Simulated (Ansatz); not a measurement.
CH9BSi3 (`B[SiH]1C[SiH2][SiH2]1`), relaxed with RKS PBE-D4/def2-SVP in the Gaussian-basis code of Ansatz from a rough embedded geometry. The force threshold is 0.03 eV/Å; the program also tests the step.

Charge 0, multiplicity 1.

Start:

```xyz
14

B     1.238    2.005   -0.230
Si    1.001    0.121   -0.413
C    -0.633   -0.259   -1.193
Si   -1.607   -1.008    0.274
Si    0.285   -0.764    1.506
H     2.319    2.522   -0.613
H     0.442    2.726    0.246
H     2.074   -0.595   -1.022
H    -0.566   -0.962   -2.082
H    -1.190    0.675   -1.543
H    -2.658   -0.228    0.718
H    -1.856   -2.453    0.005
H     0.170    0.248    2.554
H     0.980   -2.029    1.792
```

**Question.** How much energy does the relaxation release, and in how many steps? (Best estimate.)

**Answer.** Ansatz gave: 134.19 kJ/mol, in 26 steps, 1 of them rejected.

**Question.** Which bonds change most? (Best estimate.)

**Answer.** Ansatz gave: B1–Si5 from 3.405 to 2.152 Å; Si2–Si5 from 2.231 to 2.620 Å; Si4–Si5 from 2.271 to 2.410 Å; Si4–H11 from 1.382 to 1.508 Å.

**Question.** Give the relaxed structure. (Best estimate.)

**Answer.** Computed: 
```xyz
14

B     1.422    1.487    0.230
Si    0.842    0.238   -1.111
C    -0.955   -0.170   -1.530
Si   -1.285   -1.046    0.154
Si    0.420    0.039    1.467
H     2.619    1.452    0.462
H     0.771    2.506    0.395
H     1.621   -1.044   -1.322
H    -1.090   -0.831   -2.408
H    -1.580    0.739   -1.633
H    -2.683   -0.783    0.654
H    -1.067   -2.527    0.010
H    -0.324    0.900    2.453
H     1.289   -0.960    2.180
```
